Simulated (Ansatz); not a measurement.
Energy needed to pull apart CH$_{2}$BClSi, singlet, into free ground-state atoms, from the structure below (displaced at random from a GFN2-xTB minimum); no zero-point or spin–orbit terms; open-shell atoms are treated unrestricted, in their ground-state multiplicity.

```xyz
6
angstrom
Si -1.0552 0.9795 -0.9055
C 0.2431 0.5512 0.2487
B 0.7529 -0.6486 0.8220
Cl 0.4194 -2.2409 0.1124
H -1.8630 1.8070 -1.8013
H 1.7098 -0.6638 1.6625
```

Computed with Ansatz 0.2.0 (basis: def2-TZVPP); correlated methods freeze the cores.

```json
{"method": "PBE-D4", "atomization energy (eV)": "20.89"}
{"method": "r2SCAN-D4", "atomization energy (eV)": "20.30"}
{"method": "PBE0-D4", "atomization energy (eV)": "20.08"}
{"method": "BHLYP-D4", "atomization energy (eV)": "18.91"}
{"method": "CAM-B3LYP-D4", "atomization energy (eV)": "?"}
{"method": "wB97M-V", "atomization energy (eV)": "19.86"}
{"method": "HF", "atomization energy (eV)": "13.34"}
{"method": "MP2", "atomization energy (eV)": "20.01"}
{"method": "CCSD", "atomization energy (eV)": "?"}
{"method": "CCSD(T)", "atomization energy (eV)": "19.41"}
```

Q: What does CCSD give? (To be estimated.)

A: Computed: 18.68 eV, which is about 0.73 eV less than CCSD(T)/def2-TZVPP.

Q: What does CAM-B3LYP-D4 give? (To be estimated.)

A: Computed: 19.65 eV, which is about 0.24 eV more than CCSD(T)/def2-TZVPP.

In triple zeta the MP2 and coupled-cluster atomization energies are still short of their basis limit by a few kcal/mol a bond, whereas those of the functionals are nearly converged, so these differences are not deviations from converged CCSD(T).

T1 diagnostic: at most 0.037. The T1 diagnostic is large here, which may signal multireference character or strong orbital relaxation, so CCSD(T) is less sure. The restricted Hartree–Fock reference is unstable towards an unrestricted one here.

For scale, one of the runs: CCSD(T)/def2-TZVPP forces, 174 basis functions (an equivalent command: `ansatz run in.yaml --threads 4`). The run took 2.5 min on 4 CPU threads (shared host), with 2.8 GiB of host memory at its peak.
